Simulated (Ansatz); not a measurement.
Energy profile

The step: BH₂O₂F ([OH][B]([OH])[F]) + H₂S → BH₃SO₂ ([OH][B]([OH])[SH]) + HF; bonds formed: B1–S6, F2–H5; bonds broken: B1–F2, H5–S6 (atoms numbered as in the saddle structure below).

B1  (-0.207, -0.069, 0.274)
F2  (0.066, 1.496, -0.227)
O3  (-1.563, -0.245, 0.395)
O4  (0.624, -0.385, 1.313)
H5  (0.524, 0.903, -1.125)
S6  (0.638, -0.657, -1.507)
H7  (-2.092, 0.182, -0.280)
H8  (0.141, -0.452, 2.141)
H9  (1.869, -0.773, -0.983)
(Å)

Electronic energies by CCSD(T) at an estimated basis limit (MP2 extrapolated from triple and quadruple zeta, plus CCSD(T) − MP2 in triple zeta), on PBE0-D4/def2-TZVP structures; BH4SO2F, closed shell; no counterpoise correction. Computed with Ansatz 0.2.0 (basis: def2-TZVPP and def2-QZVPP); correlated methods freeze the cores. Extrapolation: Hartree–Fock as exp(−7.88 √X), correlation as X^−2.97.

Task: Give the profile in kJ/mol, counted from the separated reactants. (Judge from chemistry; the value comes from the calculation.)

Result: By the calculation:
```tsv
point	kJ/mol
separated: BH2O2F (linked as [OH][B]([OH])[F]; B1, F2, O3, O4, H7, H8; singlet) + H2S (H5, S6, H9; singlet)	0.0
start structure	-9.9
saddle	173.8
end structure	55.3
separated: BH3SO2 (linked as [OH][B]([OH])[SH]; B1, O3, O4, S6, H7, H8, H9; singlet) + HF (F2, H5; singlet)	79.7
```

T1 diagnostic: at most 0.013.

For scale, one of the runs: CCSD(T)/def2-TZVPP, 222 basis functions, launched by `ansatz run in.yaml --threads 4 --pin off --events-out ev --progress --plain --max-ram 9574MiB`. Hardware: 4 CPU threads of an Intel Xeon Platinum 8259CL, shared host. Wall time 66 s; peak host memory 3.7 GiB.
